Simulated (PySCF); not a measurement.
PySCF input for C3H7O, SMILES CC(C)[O], multiplicity 2, TDA-PBE/def2-SVPD. The structure is a stationary point at PBE-D3(BJ)/def2-SVP. The isomer is the one that the SMILES or the coordinates give; other isomers of the formula were not compared.

```python
import numpy as np
from pyscf import gto, scf, dft, tdscf

mol = gto.M(
    atom='''
    C     0.07267438   -0.63256367   -1.29161436
    C    -0.27123659    0.13861580    0.00000001
    C     0.07267438   -0.63256369    1.29161434
    O     0.14128251    1.42688383    0.00000002
    H     1.16819436   -0.80101859   -1.33857892
    H    -0.43045436   -1.61945791   -1.32530733
    H    -0.22386899   -0.04190552   -2.17944229
    H    -1.40267512    0.26876285    0.00000001
    H     1.16819437   -0.80101862    1.33857889
    H    -0.43045435   -1.61945793    1.32530731
    H    -0.22386898   -0.04190555    2.17944228
    ''',
    basis='def2-SVPD',
    charge=0,
    spin=1,
    max_memory=1600,
    verbose=4,
)
mf = dft.UKS(mol, xc='pbe').density_fit(auxbasis='def2-universal-jkfit')
mf.grids.level = 3
mf.conv_tol = 1e-9
mf.max_cycle = 100
mf.kernel()
fine, coarse = mf.grids, dft.Grids(mol).set(level=1).build(with_non0tab=True)
for _ in range(3):  # follow internal instabilities
    mf.grids = coarse
    mo, _, stable, _ = mf.stability(return_status=True, nroots=4)
    mf.grids = fine
    if stable:
        break
    mf.kernel(mf.make_rdm1(mo, mf.mo_occ))
mf.grids = dft.Grids(mol).set(level=1).build(with_non0tab=True)  # coarser grid for the response kernel
td = tdscf.TDA(mf)
td.nstates = 10
td.conv_tol = 1e-4
td.positive_eig_threshold = 1e-6
td.kernel(x0=td.get_init_guess(mf, 15))
td.analyze()
```

It prints:

```
PySCF version 2.14.0

[INPUT] verbose = 4
[INPUT] num. atoms = 11
[INPUT] num. electrons = 33
[INPUT] charge = 0
[INPUT] spin (= nelec alpha-beta = 2S) = 1
[INPUT] symmetry False subgroup None
[INPUT] Mole.unit = angstrom
[INPUT] Symbol           X                Y                Z      unit          X                Y                Z       unit  Magmom
[INPUT]  1 C      0.072674380000  -0.632563670000  -1.291614360000 AA    0.137334674473  -1.195372092650  -2.440797398955 Bohr   0.0
[INPUT]  2 C     -0.271236590000   0.138615800000   0.000000010000 AA   -0.512562870061   0.261945898537   0.000000018897 Bohr   0.0
[INPUT]  3 C      0.072674380000  -0.632563690000   1.291614340000 AA    0.137334674473  -1.195372130444   2.440797361161 Bohr   0.0
[INPUT]  4 O      0.141282510000   1.426883830000   0.000000020000 AA    0.266985250091   2.696419650270   0.000000037795 Bohr   0.0
[INPUT]  5 H      1.168194360000  -0.801018590000  -1.338578920000 AA    2.207567400662  -1.513705755785  -2.529547554916 Bohr   0.0
[INPUT]  6 H     -0.430454360000  -1.619457910000  -1.325307330000 AA   -0.813440849525  -3.060331920161  -2.504467884579 Bohr   0.0
[INPUT]  7 H     -0.223868990000  -0.041905520000  -2.179442290000 AA   -0.423051078883  -0.079189955907  -4.118549032395 Bohr   0.0
[INPUT]  8 H     -1.402675120000   0.268762850000   0.000000010000 AA   -2.650671818541   0.507888178958   0.000000018897 Bohr   0.0
[INPUT]  9 H      1.168194370000  -0.801018620000   1.338578890000 AA    2.207567419559  -1.513705812477   2.529547498224 Bohr   0.0
[INPUT] 10 H     -0.430454350000  -1.619457930000   1.325307310000 AA   -0.813440830628  -3.060331957955   2.504467846784 Bohr   0.0
[INPUT] 11 H     -0.223868980000  -0.041905550000   2.179442280000 AA   -0.423051059986  -0.079190012599   4.118549013498 Bohr   0.0

nuclear repulsion = 124.881609638189
number of shells = 61
number of NR pGTOs = 193
number of NR cGTOs = 139
basis = def2-SVPD
ecp = {}


[settings echo left out]
init E= -193.301519825244
  alpha nocc = 17  HOMO = -0.304841728284112  LUMO = -0.0206593201694001
  beta  nocc = 16  HOMO = -0.330414493270175  LUMO = -0.304841728284112

WARN: HOMO -0.304841728284112 >= LUMO -0.304841728284112

cycle= 1 E= -193.178865852028  delta_E= 0.123  |g|= 0.503  |ddm|= 2.77
  alpha nocc = 17  HOMO = -0.0329972709256161  LUMO = 0.0126650773309627
  beta  nocc = 16  HOMO = -0.034141139924678  LUMO = -0.0249159855867824
  HOMO = -0.0329972709256  LUMO = -0.0249159855868  gap/eV = 0.21990
cycle= 2 E= -192.420967190988  delta_E= 0.758  |g|= 1.35  |ddm|= 4.84
  alpha nocc = 17  HOMO = -0.230513568737443  LUMO = 0.00275463476464965
  beta  nocc = 16  HOMO = -0.205322340981028  LUMO = -0.200903322754316
  HOMO = -0.205322340981  LUMO = -0.200903322754  gap/eV = 0.12025
cycle= 3 E= -193.294784928785  delta_E= -0.874  |g|= 0.162  |ddm|= 4.74
  alpha nocc = 17  HOMO = -0.216889984213267  LUMO = -0.00543441434341352
  beta  nocc = 16  HOMO = -0.19840606823714  LUMO = -0.180359002212204
  HOMO = -0.198406068237  LUMO = -0.180359002212  gap/eV = 0.49109
cycle= 4 E= -193.296240479944  delta_E= -0.00146  |g|= 0.164  |ddm|= 0.317
  alpha nocc = 17  HOMO = -0.22485725235153  LUMO = -0.000751150929653388
  beta  nocc = 16  HOMO = -0.209771461823976  LUMO = -0.187399228083576
  HOMO = -0.209771461824  LUMO = -0.187399228084  gap/eV = 0.60878
cycle= 5 E= -193.308689101073  delta_E= -0.0124  |g|= 0.0193  |ddm|= 0.148
  alpha nocc = 17  HOMO = -0.231612882287019  LUMO = -0.00105641458948025
  beta  nocc = 16  HOMO = -0.216176162932213  LUMO = -0.191044157002483
  HOMO = -0.216176162932  LUMO = -0.191044157002  gap/eV = 0.68388
cycle= 6 E= -193.308803758082  delta_E= -0.000115  |g|= 0.0138  |ddm|= 0.0427
  alpha nocc = 17  HOMO = -0.230523075529965  LUMO = -0.000736093743844535
  beta  nocc = 16  HOMO = -0.214917953713897  LUMO = -0.189320294663998
  HOMO = -0.214917953714  LUMO = -0.189320294664  gap/eV = 0.69655
cycle= 7 E= -193.308896755987  delta_E= -9.3e-05  |g|= 0.00178  |ddm|= 0.0167
  alpha nocc = 17  HOMO = -0.230634894587534  LUMO = -0.000872566947296871
  beta  nocc = 16  HOMO = -0.214870312437236  LUMO = -0.189304171056129
  HOMO = -0.214870312437  LUMO = -0.189304171056  gap/eV = 0.69569
cycle= 8 E= -193.308898467826  delta_E= -1.71e-06  |g|= 0.00063  |ddm|= 0.00386
  alpha nocc = 17  HOMO = -0.230619020732338  LUMO = -0.000837373911719563
  beta  nocc = 16  HOMO = -0.214790451201778  LUMO = -0.189215393991504
  HOMO = -0.214790451202  LUMO = -0.189215393992  gap/eV = 0.69593
cycle= 9 E= -193.308898690506  delta_E= -2.23e-07  |g|= 0.000185  |ddm|= 0.00126
  alpha nocc = 17  HOMO = -0.230664816422156  LUMO = -0.000838716580422894
  beta  nocc = 16  HOMO = -0.214815169201104  LUMO = -0.189244965563046
  HOMO = -0.214815169201  LUMO = -0.189244965563  gap/eV = 0.69580
cycle= 10 E= -193.308898709101  delta_E= -1.86e-08  |g|= 4.41e-05  |ddm|= 0.00037
  alpha nocc = 17  HOMO = -0.230674123228466  LUMO = -0.000838832532775502
  beta  nocc = 16  HOMO = -0.214819210201528  LUMO = -0.189247710502732
  HOMO = -0.214819210202  LUMO = -0.189247710503  gap/eV = 0.69584
cycle= 11 E= -193.308898710049  delta_E= -9.49e-10  |g|= 2.28e-05  |ddm|= 0.000101
  alpha nocc = 17  HOMO = -0.230665006840979  LUMO = -0.000839538020974473
  beta  nocc = 16  HOMO = -0.214809428518203  LUMO = -0.18924128917741
  HOMO = -0.214809428518  LUMO = -0.189241289177  gap/eV = 0.69574
Extra cycle  E= -193.308898709136  delta_E= 9.14e-10  |g|= 5.14e-05  |ddm|= 7.49e-05
converged SCF energy = -193.308898709136  <S^2> = 0.75279543  2S+1 = 2.0027935
tot grids = 38024
uhf_internal: lowest eigs of H = [0.57896904 0.58024889 0.58518243 0.59459787]
<class 'pyscf.df.df_jk.DFUKS'> wavefunction is stable in the internal stability analysis
tot grids = 38024
Overwritten attributes  positive_eig_threshold  of <class 'pyscf.tdscf.uks.TDA'>


******** <class 'pyscf.tdscf.uks.TDA'> for <class 'pyscf.df.df_jk.DFUKS'> ********
nstates = 10
deg_eia_thresh = 1.000e-03
wfnsym = None
conv_tol = 0.0001
eigh lindep = 1e-12
eigh level_shift = 0
eigh max_cycle = 100


Excitation energies (eV)
[0.52854034 3.68824818 3.83399643 4.20824899 4.44395806 5.56751436
 5.64384431 5.80101705 6.15956409 6.68550567]

** Excitation energies and oscillator strengths **
Excited State   1:      0.52854 eV   2345.78 nm  f=0.0004
      16b ->   17b     -0.99863
Excited State   2:      3.68825 eV    336.16 nm  f=0.0000
      14b ->   17b      0.99947
Excited State   3:      3.83400 eV    323.38 nm  f=0.0030
      13b ->   17b     -0.57589
      15b ->   17b      0.81098
Excited State   4:      4.20825 eV    294.62 nm  f=0.0258
       9b ->   17b     -0.10838
      13b ->   17b      0.80997
      15b ->   17b      0.55621
Excited State   5:      4.44396 eV    278.99 nm  f=0.0022
      12b ->   17b     -0.99941
Excited State   6:      5.56751 eV    222.69 nm  f=0.0100
      11b ->   17b      0.99757
Excited State   7:      5.64384 eV    219.68 nm  f=0.0003
      10b ->   17b      0.99704
Excited State   8:      5.80102 eV    213.73 nm  f=0.0079
      17a ->   18a      0.11748
      16b ->   18b     -0.99256
Excited State   9:      6.15956 eV    201.29 nm  f=0.0120
      17a ->   18a      0.99212
      16b ->   18b      0.11781
Excited State  10:      6.68551 eV    185.45 nm  f=0.0171
      16a ->   18a      0.11056
       9b ->   17b      0.89640
      16b ->   20b     -0.39121

** Transition electric dipole moments (AU) **
state          X           Y           Z        Dip. S.      Osc.
  1         0.0000     -0.0000     -0.1682      0.0283      0.0004
  2         0.0000      0.0000      0.0099      0.0001      0.0000
  3        -0.0221      0.1772     -0.0000      0.0319      0.0030
  4         0.0947      0.4908      0.0000      0.2499      0.0258
  5         0.0000      0.0000      0.1409      0.0199      0.0022
  6         0.0000     -0.0000     -0.2707      0.0733      0.0100
  7         0.0397      0.0238      0.0000      0.0021      0.0003
  8         0.0000      0.0000     -0.2354      0.0554      0.0079
  9        -0.0000     -0.0000      0.2814      0.0792      0.0120
 10         0.1272      0.2973      0.0000      0.1046      0.0171

** Transition velocity dipole moments (imaginary part, AU) **
state          X           Y           Z        Dip. S.      Osc.
  1        -0.0000      0.0000      0.0101      0.0001      0.0035
  2         0.0000     -0.0000      0.0079      0.0001      0.0003
  3        -0.0232     -0.0232     -0.0000      0.0011      0.0051
  4        -0.0347     -0.0238     -0.0000      0.0018      0.0076
  5        -0.0000     -0.0000      0.0061      0.0000      0.0002
  6        -0.0000     -0.0000     -0.0188      0.0004      0.0012
  7        -0.0131     -0.0074      0.0000      0.0002      0.0007
  8         0.0000      0.0000     -0.0488      0.0024      0.0074
  9        -0.0000     -0.0000      0.0617      0.0038      0.0112
 10        -0.0007     -0.0005      0.0000      0.0000      0.0000

** Transition magnetic dipole moments (imaginary part, AU) **
state          X           Y           Z
  1         0.2313      0.8337      0.0000
  2        -0.1797     -0.0495      0.0000
  3        -0.0000      0.0000     -0.4843
  4         0.0000      0.0000      0.4885
  5         0.0311     -0.1121      0.0000
  6        -0.0640     -0.1113      0.0000
  7         0.0000      0.0000      0.5887
  8         0.2625     -0.1826     -0.0000
  9        -0.3085      0.2506      0.0000
 10        -0.0000     -0.0000     -0.1115
```

Self-consistency was reached.
